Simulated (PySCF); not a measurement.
The group X on SiH2Cl-X is varied. Isolated molecules, 0 K electronic values unless said otherwise. One relaxed conformer stands for each flexible species; it need not be the lowest. Strings in code marks are SMILES.

The four lowest singlet excitations (Tamm–Dancoff). These are PBE-D3(BJ)/def2-TZVP // PBE0-D4/def2-TZVP run with PySCF 2.14.0 values and carry that method's errors. Excitations are Tamm–Dancoff values on a coarser integration grid. The basis has no diffuse functions, so Rydberg states are missing or too high.

| state | energy (eV) | wavelength (nm) | oscillator strength |
|---|---|---|---|
| S1 | 3.72 | 333 | 0.024 |
| S2 | 3.95 | 314 | 0.000 |
| S3 | 4.97 | 250 | 0.002 |
| S4 | 5.10 | 243 | 0.015 |

Task: Identify which member gives these states.
(A) `B[SiH2]Cl`
(B) `S[SiH2]Cl` (H–S–Si–Cl torsion 70°)
(C) `C[SiH2]Cl`
(D) `N[SiH2]Cl`

Result: A, `B[SiH2]Cl`
